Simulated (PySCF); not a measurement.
W(O)(S)(NH2)(OSiH3) (H5NO2SSiW), SMILES [NH2][W]([O][SiH3])(=[S])=[O], multiplicity 1.

Geometry: B3LYP-D3(BJ)/def2-SVP. The multiplicity is an assumed one; no other spin state was optimised. The structure was generated by enumeration; whether it is a known compound was not checked. The def2 effective core potentials stand for the cores of W; spin–orbit coupling is left out. Other conformers were not sampled.

All values below come from B3LYP-D3(BJ)/def2-SVP (PySCF).

Frequencies are harmonic and unscaled.

```tsv
mode	ν (cm⁻¹)	IR (km/mol)	moving atoms (share of kinetic energy)
1	32	1.3	O 31 %, Si 25 %, S 24 %, H 13 %
2	39	0.8	H 82 %
3	49	3.5	H 30 %, O 23 %, Si 20 %, N 15 %, S 9 %
4	187	4.9	N 44 %, S 26 %, H 15 %
5	198	0.6	O 29 %, N 29 %, H 14 %, W 12 %, S 11 %
6	211	0.6	O 55 %, S 16 %, W 10 %
7	237	5.4	O 73 %, H 14 %
8	257	0.4	O 69 %, S 12 %
9	354	3.7	H 85 %, O 12 %
10	426	3.4	Si 48 %, O 22 %, W 17 %, H 11 %
11	498	185.4	H 76 %, N 22 %
12	539	49.8	S 79 %, W 17 %
13	666	7.7	H 79 %, N 17 %
14	708	91.3	N 75 %, H 16 %, W 9 %
15	717	47.1	H 84 %, Si 8 %
16	723	65.5	H 83 %, Si 8 %
17	949	997.0	H 52 %, O 28 %, Si 19 %
18	954	72.1	H 95 %
19	957	149.3	H 93 %
20	1007	119.3	O 78 %, H 14 %
21	1039	186.6	O 67 %, H 29 %
22	1506	39.2	H 89 %, N 11 %
23	2240	78.9	H 99 %
24	2246	120.1	H 96 %
25	2247	117.2	H 96 %
26	3538	137.3	H 96 %
27	3635	53.5	H 91 %, N 9 %
```
